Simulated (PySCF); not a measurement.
A structure optimised at PBE0-D3(BJ)/def2-TZVP, used in a PySCF frequency run:

```xyz
5

C      0.2431     1.6952     0.0000
C     -0.5178     0.6453     0.0000
Cl     0.1159    -0.9825     0.0000
H      1.2787     1.9889     0.0000
H     -1.6008     0.6713     0.0000
```
Charge 0, spin multiplicity 2.

Problem. Write its SMILES, formula and point group.

Solution. [CH]=CCl, C2H2Cl, Cs

Problem. What are its rotational constants (standard atomic weights)?

Solution. 58.778, 6.4830, 5.8390 GHz
